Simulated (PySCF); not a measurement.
RbAl: from constants to spectrum

UHF-CCSD(T) constants of RbAl, ³Π (triplet), unpaired electrons σ ↑, π ↑ (basis Rb def2-SVP with ECP28, Al def2-SVP; scalar-relativistic core potentials; PySCF 2.14; masses 84.9118 and 26.9815 u):

- ωe: 107.3 cm⁻¹
- ωexe: 0.952 cm⁻¹
- Be: 0.062498 cm⁻¹
- αe: 0.000607 cm⁻¹
- D (centrifugal): 8.49e-08 cm⁻¹
- De to Rb + Al: 0.317 eV

(1) Give the vibrational terms G(v) and spacings up to v = 6.

(2) How well does the Morse estimate ωe²/(4ωexe) reproduce De, and what is D0?

Correlated steps freeze 5 core orbitals. The bond is weak. Basis-set superposition, not corrected here, can be much of De in a small basis, most of all at correlated wavefunction levels. Spin–orbit coupling is left out. The state was picked by a PBE0 search and need not be the measured ground state.

Results:

(1) G(v) = ωe(v+½) − ωexe(v+½)².

```tsv
v	G(v) (cm⁻¹)	G(v) − G(v−1)	Bv (cm⁻¹)
0	53.4		0.06219
1	158.8	105.4	0.06159
2	262.3	103.5	0.06098
3	363.9	101.6	0.06037
4	463.6	99.7	0.05977
5	561.4	97.8	0.05916
6	657.2	95.9	0.05855
```

(2) It gives 0.375 eV, 118 % of the computed De. D0 = De − G(0) = 0.317 − 0.007 = 0.310 eV.
